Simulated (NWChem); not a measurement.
System: AlNH₃OCl; SMILES [NH2][Al]([OH])[Cl]

NWChem printed, in part:

```
             Northwest Computational Chemistry Package (NWChem) 7.3.0
             --------------------------------------------------------

                             Geometry "geometry" -> ""
                             -------------------------

 Output coordinates in angstroms (scale by  1.889725989 to convert to a.u.)

  No.       Tag          Charge          X              Y              Z
 ---- ---------------- ---------- -------------- -------------- --------------
    1 Al                  13.0000     0.08655800    -0.34261200     0.00000000
    2 Cl                  17.0000    -0.15739600     1.75041700     0.00000000
    3 O                    8.0000     1.68721200    -0.93146100     0.00000000
    4 H                    1.0000     1.88671600    -1.87496700     0.00000000
    5 N                    7.0000    -1.36772300    -1.35145100     0.00000000
    6 H                    1.0000    -1.39346100    -2.36278200     0.00000000
    7 H                    1.0000    -2.30528700    -0.96960900     0.00000000

 Effective nuclear repulsion energy (a.u.)     196.6397122948

  pbe96 is a nonlocal functional; adding pw91lda local functional.

                                 NWChem DFT Module
                                 -----------------

 Summary of "ao basis" -> "ao basis" (spherical)
 ------------------------------------------------------------------------------
       Tag                 Description            Shells   Functions and Types
 ---------------- ------------------------------  ------  ---------------------
 Al                         6-311g**                12       26   6s5p1d
 Cl                         6-311g**                12       26   6s5p1d
 O                          6-311g**                 8       18   4s3p1d
 H                          6-311g**                 4        6   3s1p
 N                          6-311g**                 8       18   4s3p1d

            General Information
            -------------------
          SCF calculation type: DFT
          Wavefunction type:  closed shell.
          No. of atoms     :     7
          No. of electrons :    48
           Alpha electrons :    24
            Beta electrons :    24
          Charge           :     0
          Spin multiplicity:     1
          Use of symmetry is: off; symmetry adaption is: off
          Maximum number of iterations: 150
          AO basis - number of functions:   106
                     number of shells:    52
          Convergence on energy requested:  1.00D-06
          Convergence on density requested:  1.00D-05
          Convergence on gradient requested:  5.00D-04

              XC Information
              --------------
          PerdewBurkeErnzerhof Exchange Functional  1.000
            Perdew 1991 LDA Correlation Functional  1.000 local
           PerdewBurkeErnz. Correlation Functional  1.000 non-local

             Grid Information
             ----------------
          Grid used for XC integration:  medium
          Radial quadrature: Mura-Knowles
          Angular quadrature: Lebedev.
          Tag              B.-S. Rad. Rad. Pts. Rad. Cut. Ang. Pts.
          ---              ---------- --------- --------- ---------
          Al                  1.25       88          10.0       590
          Cl                  1.00       88          12.0       590
          O                   0.60       49          11.0       434
          H                   0.35       45          12.0       434
          N                   0.65       49          10.0       434
          Grid pruning is: on
          Number of quadrature shells:   409
          Spatial weights used:  Erf1

      Superposition of Atomic Density Guess
      -------------------------------------

 Sum of atomic energies:        -831.93347841

      Non-variational initial energy
      ------------------------------

 Total energy =    -832.940991
 1-e energy   =   -1540.812041
 2-e energy   =     511.231338
 HOMO         =      -0.365959
 LUMO         =      -0.040114

[...]

                                NWChem TDDFT Module
                                -------------------

            General Information
            -------------------
           No. of orbitals :     212
            Alpha orbitals :     106
             Beta orbitals :     106
        Alpha frozen cores :       0
         Beta frozen cores :       0
     Alpha frozen virtuals :       0
      Beta frozen virtuals :       0
         Spin multiplicity :       1
    Number of AO functions :     106
        Use of symmetry is : off
      Symmetry adaption is : off
         Schwarz screening :  0.10D-07

              XC Information
              --------------
   PerdewBurkeErnzerhof Exchange Functional   1.00
     Perdew 1991 LDA Correlation Functional   1.00 local
    PerdewBurkeErnz. Correlation Functional   1.00 non-local

             TDDFT Information
             -----------------
          Calculation type : Tamm-Dancoff TDDFT
         Wavefunction type : Restricted singlets
          No. of electrons :      48
           Alpha electrons :      24
            Beta electrons :      24
              No. of roots :       6
          Max subspacesize :    5200
            Max iterations :     100
               Target root :       1
           Target symmetry : none
             Energy Cutoff :-0.18D+02
      Symmetry restriction : off
                 Algorithm : Optimal
        Davidson threshold :  0.10D-03

    6 smallest eigenvalue differences (eV)
--------------------------------------------------------
  No. Spin  Occ  Vir  Irrep   E(Occ)    E(Vir)   E(Diff)
--------------------------------------------------------
    1    1    3   25 a       -18.731    -0.048   508.376
    2    1    3   26 a       -18.731    -0.010   509.415
    3    1    3   27 a       -18.731     0.014   510.065
    4    1    3   28 a       -18.731     0.023   510.312
    5    1    3   29 a       -18.731     0.071   511.618
    6    1    3   30 a       -18.731     0.081   511.884
--------------------------------------------------------

  Entering Davidson iterations
  Restricted singlet excited states

  Iter   NTrls   NConv    DeltaV     DeltaE      Time
  ----  ------  ------  ---------  ---------  ---------
    1      6       0     0.98E-01   0.10+100        4.8
    2     12       1     0.22E-02   0.93E-03        4.8
    3     17       6     0.12E-04   0.16E-05        4.7
  ----  ------  ------  ---------  ---------  ---------
  Convergence criterion met

  Ground state a        -834.154915339866 a.u.

  ----------------------------------------------------------------------------
  Root   1 singlet a             18.689602497 a.u.              508.5702 eV
  ----------------------------------------------------------------------------
     Transition Moments    X -0.01644   Y -0.00487   Z  0.00000
     Dipole Oscillator Strength                    0.0036612475
     Electric Quadrupole                           0.0001553744
     Magnetic Dipole                               0.0001163825
     Total Oscillator Strength                     0.0039330043

     Occ.    3  a   ---  Virt.   25  a        0.99592
     Occ.    3  a   ---  Virt.   27  a        0.07038
  ----------------------------------------------------------------------------
  Root   2 singlet a             18.724609852 a.u.              509.5228 eV
  ----------------------------------------------------------------------------
     Transition Moments    X  0.00000   Y -0.00000   Z  0.02540
     Dipole Oscillator Strength                    0.0080511489
     Electric Quadrupole                           0.0003092452
     Magnetic Dipole                               0.0005193177
     Total Oscillator Strength                     0.0088797118

     Occ.    3  a   ---  Virt.   26  a        0.99985
  ----------------------------------------------------------------------------
  Root   3 singlet a             18.749410785 a.u.              510.1976 eV
  ----------------------------------------------------------------------------
     Transition Moments    X -0.00155   Y  0.01965   Z -0.00000
     Dipole Oscillator Strength                    0.0048577989
     Electric Quadrupole                           0.0002032318
     Magnetic Dipole                               0.0002158632
     Total Oscillator Strength                     0.0052768940

     Occ.    3  a   ---  Virt.   25  a       -0.05859
     Occ.    3  a   ---  Virt.   27  a        0.97189
     Occ.    3  a   ---  Virt.   28  a        0.21512
     Occ.    3  a   ---  Virt.   31  a        0.05154
  ----------------------------------------------------------------------------
  Root   4 singlet a             18.756352191 a.u.              510.3865 eV
  ----------------------------------------------------------------------------
     Transition Moments    X -0.00288   Y -0.00418   Z -0.00000
     Dipole Oscillator Strength                    0.0003219532
     Electric Quadrupole                           0.0000141783
     Magnetic Dipole                               0.0000200427
     Total Oscillator Strength                     0.0003561742

     Occ.    3  a   ---  Virt.   25  a       -0.05146
     Occ.    3  a   ---  Virt.   27  a        0.21007
     Occ.    3  a   ---  Virt.   28  a       -0.97523
  ----------------------------------------------------------------------------
  Root   5 singlet a             18.802866151 a.u.              511.6522 eV
  ----------------------------------------------------------------------------
     Transition Moments    X  0.00434   Y  0.00705   Z -0.00000
     Dipole Oscillator Strength                    0.0008595628
     Electric Quadrupole                           0.0000332484
     Magnetic Dipole                               0.0000538415
     Total Oscillator Strength                     0.0009466526

[...]
```

Level: PBE/6-311G** (spherical d), restricted-window TDA. Structure relaxed at the B3LYP/6-31G* (spherical d) level. The quadrupole and magnetic terms of the printed total strengths depend on the origin.

Question: Reconstruct the input file.

Answer: One answer among several that fit: the input that was run:
```
start job
memory heap 200 mb stack 900 mb global 1100 mb
geometry units angstroms noautosym nocenter noautoz
  Al     0.086558    -0.342612     0.000000
  Cl    -0.157396     1.750417     0.000000
  O      1.687212    -0.931461     0.000000
  H      1.886716    -1.874967     0.000000
  N     -1.367723    -1.351451     0.000000
  H     -1.393461    -2.362782     0.000000
  H     -2.305287    -0.969609     0.000000
end
basis spherical
  * library 6-311g**
end
dft
  xc xpbe96 cpbe96
  iterations 150
end
tddft
  cis
  ecut -17.5
  nroots 6
  notriplet
end
task tddft energy
```
